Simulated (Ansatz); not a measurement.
Reactions of C$_{2}$H$_{7}$NOS, SMILES `CNC(O)S`.

Program: Ansatz. Geometries: PBE0-D4/def2-TZVP. ΔE: electronic, gas phase. CCSD(T)/CBS adds triple-zeta CCSD(T) − MP2 to the extrapolated MP2 energy (def2 sets, frozen cores). This one scheme is used for every species, atoms too. DFT in def2-TZVPP. No spin–orbit coupling; open shells (•) take unrestricted orbitals. Spin–orbit coupling would lower the free atoms: a little for C, O, S. Each species was taken in one conformer, which may not be the lowest.

```tsv
reaction	CCSD/CBS(def2) (eV)	PBE0-D4 (eV)	CCSD(T)/CBS(def2) (eV)
`CNC(O)S` → 2 C• + 7 H• + N• + O• + S•	44.06	44.98	44.82
`CNC(O)S` + H₂ → `CNCS` + H₂O	-0.85	-0.73	-0.79
`CNC(O)S` → `NCSCO`	-0.08	-0.10	-0.09
`CNC(O)S` + H₂ → `CNCO` + H₂S	-0.70	-0.62	-0.62
`CNC(O)S` + H₂S → `OC(S)S` + CH₃NH₂	0.16	0.14	0.14
`CNC(O)S` + H₂S → `CNC(S)S` + H₂O	-0.13	-0.12	-0.17
`CNC(O)S` + H–F → `CNC(O)F` + H₂S	-0.16	-0.19	-0.11
`CNC(O)S` + `O[SiH3]` → `OC(S)O[SiH3]` + CH₃NH₂	0.21	0.18	0.21
```

Largest T1 diagnostic: 0.012, for `OC(S)O[SiH3]`.
